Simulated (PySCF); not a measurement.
CaCl (SMILES [Cl][Ca]), doublet, at a GFN2-xTB geometry (such geometries of metal compounds can be far from the true shape) (the spin is typed, not shown lowest). Base run: DF-PBE0/STO-3G (PySCF).

Here is a job for PySCF.
```python
from pyscf import gto, scf, dft

mol = gto.M(
    atom='''
Ca   -0.00000000   -0.00000000   -1.08674836
Cl    0.00000000    0.00000000    1.27852748
''',
    basis='sto-3g',
    spin=1,
    verbose=5,
)

mf = dft.UKS(mol)
mf.xc = 'pbe0'
mf = mf.density_fit(auxbasis='def2-universal-jkfit')
mf.kernel()
```

The base run was repeated with changes; each row names its change, and settings that it needs were set with it.

```tsv
change	basis functions	E (Eh)	HOMO (eV)	dipole (D)
base	22	-1125.64790	-3.29	4.10
basis = LANL2DZ	20	-51.51764	-4.89	4.97
basis = 6-31G	30	-1137.40509	-4.86	5.60
basis = def2-SV(P)	42	-1137.29025	-4.30	3.94
basis = pcseg-1	42	-1137.42039	-4.41	4.19
basis = pc-1	42	-1137.48444	-4.41	4.22
basis = cc-pV(D+d)Z	50	-1137.52820	-4.40	3.73
basis = pc-2	67	-1137.55403	-4.40	3.92
basis = 6-311++G**	73	-1137.52536	-4.44	3.97
basis = def2-TZVPD	82	-1137.53325	-4.38	3.56
basis = cc-pV(T+d)Z	82	-1137.55473	-4.35	3.52
basis = def2-QZVP	126	-1137.56307	-4.35	3.52
basis = def2-QZVPP	140	-1137.56316	-4.35	3.52
```

Totals compare only among sets that treat the same electrons; sets with core potentials leave the core out.

Open shells are given as the SCF converged; they aren't shown to be the lowest states, and a large step between rows can be another state.
